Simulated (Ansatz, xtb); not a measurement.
Relative energy of two isomers of C6H9NO

We compare X, `C#C[C@@H]1CO[C@@H](N)C1`, a singlet, with Y, `C#C[C@@H]1CO[C@H](N)C1`, a singlet. Both are isolated molecules in the gas phase, relaxed with r2SCAN-D4/def2-SVP; each stands in its lowest conformer found.

Quicker runs give these differences E(Y) − E(X): GFN2-xTB −0.58 kcal/mol; HF/STO-3G −0.81 kcal/mol (at GFN2-xTB geometries); r2SCAN-D4/def2-SVP//GFN2-xTB −0.88 kcal/mol.

Question: Estimate E(Y) − E(X) at the level CCSD(T)/def2-SVP + ΔMP2/def2-TZVPP.

Answer: Too close to call at this level: CCSD(T)/def2-SVP + ΔMP2/def2-TZVPP gives E(Y) − E(X) = −0.51 kcal/mol.

The same difference at several levels:

```
                             level            geometry  E(Y) − E(X) (kcal/mol)  departure from the last row (kcal/mol)  job, with rough time for the two
                          GFN2-xTB            GFN2-xTB                     −0.58                                   −0.07              optimisation, 0.33 s
                         HF/STO-3G            GFN2-xTB                     −0.81                                   −0.30              single point, 0.72 s
      r2SCAN-D4/def2-SVP//GFN2-xTB            GFN2-xTB                     −0.88                                   −0.38               single point, 8.4 s
                r2SCAN-D4/def2-SVP  r2SCAN-D4/def2-SVP                     −0.81                                   −0.31             optimisation, 2.3 min
                       HF/def2-SVP  r2SCAN-D4/def2-SVP                     −0.87                                   −0.37           part of the CCSD(T) run
                      MP2/def2-SVP  r2SCAN-D4/def2-SVP                     −0.27                                   +0.24           part of the CCSD(T) run
                  CCSD(T)/def2-SVP  r2SCAN-D4/def2-SVP                     −0.34                                   +0.17                      single point
CCSD(T)/def2-SVP + ΔMP2/def2-TZVPP  r2SCAN-D4/def2-SVP                     −0.51                                                     single point, 4.3 min
```

As drawn, both hold the same kinds of bond in the same numbers.

The largest departure from CCSD(T)/def2-SVP + ΔMP2/def2-TZVPP is that of r2SCAN-D4/def2-SVP//GFN2-xTB, 0.38 kcal/mol. The last row adds to CCSD(T) the change of the MP2 difference between the two basis sets, here −0.17 kcal/mol.

With thermal terms from frequencies at re-optimised GFN2-xTB minima (ideal gas, soft modes damped towards free rotors, one conformer each, 298.15 K, 1 atm): the zero-point term adds +0.10 kcal/mol; ΔH is −0.43 and ΔG −0.34 kcal/mol.

The correlated steps freeze 8 core orbitals. Programs: Ansatz 0.2.0, xtb 6.7.1; the last row on 2 threads of Arm Neoverse V2 on a shared host.
